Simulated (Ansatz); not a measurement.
Relaxation of GeH7N (9 atoms, charge 0, multiplicity 1), to a largest force component of 0.03 eV/Å in at most 50 steps.

These are results of Ansatz, RHF/def2-SVP, not measurements.

```xyz
9
Properties=species:S:1:pos:R:3:forces:R:3
Ge -0.509 0.200 -0.377 -0.98 0.18 0.21
H -0.006 -0.934 2.092 1.44 -0.74 0.31
H 0.712 0.750 0.376 -0.02 0.01 -0.01
H -0.700 1.042 -1.648 0.00 -0.02 0.02
H -0.286 -1.272 -0.742 0.00 0.03 0.03
N -2.097 0.279 0.612 0.62 0.18 -0.88
H -2.415 -0.528 1.109 -0.01 0.02 -0.02
H -2.358 1.128 1.077 0.01 -0.04 0.00
H -0.663 -0.665 2.107 -1.05 0.37 0.34
```

Where does it end, and by what steps?

It converged. After 14 steps the energy has fallen by 0.348 eV; H2 moved furthest, 1.31 Å.

```
step  energy less start (eV)  largest force component (eV/Å)  accepted
   0                  0.0000                           1.437       yes
   1                 -0.1919                           0.339       yes
   2                 -0.2745                           0.222       yes
   3                 -0.3128                           0.104       yes
   4                 -0.3302                           0.108       yes
   5                 -0.3357                           0.253       yes
   6                 -0.3399                           0.244       yes
   7                 -0.3430                           0.203       yes
   8                 -0.3446                           0.115       yes
   9                 -0.3453                           0.083       yes
  10                 -0.3461                           0.080       yes
  11                 -0.3465                           0.096       yes
  12                 -0.3466                           0.149       yes
  13                 -0.3471                           0.080       yes
  14                 -0.3476                           0.014       yes
```

```xyz
9
Properties=species:S:1:pos:R:3
Ge -0.645 0.346 -0.722
H 0.058 -1.574 3.239
H 0.629 0.758 0.043
H -0.884 1.359 -1.847
H -0.438 -1.062 -1.293
N -2.152 0.302 0.316
H -2.207 -0.417 1.012
H -2.474 1.169 0.703
H -0.208 -0.881 3.157
```

Run time: 18 s on 1 thread of Arm Neoverse V2, on a shared host, peak memory 0.14 GiB.
